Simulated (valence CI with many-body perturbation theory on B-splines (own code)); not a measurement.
Which ion has this spectrum?

A relativistic CI+MBPT calculation for an atom or ion with 7 electrons gives these levels (Ry):

```
  J  Parity       E     g
3/2     odd   0.000  1.40
3/2     odd  11.178  1.42
5/2     odd  12.459  1.19
1/2     odd  14.239  0.65
5/2    even  24.042  1.50
3/2     odd  25.478  1.27
1/2    even  28.014  2.19
3/2    even  28.109  1.25
3/2    even  36.646  1.48
5/2    even  38.619  1.27
1/2    even  40.638  1.47
3/2    even  41.513  1.10
1/2    even  53.146  1.63
3/2     odd  55.777  1.32
```

The energies are calculated, and their last digits are not significant.

(1) Which is it?
A. Rh38+
B. Ru37+
C. Cd41+
D. Pd39+

Results:

(1) D. Pd39+, ground level (2s^2 2p1/2^2 2p3/2) J=3/2.
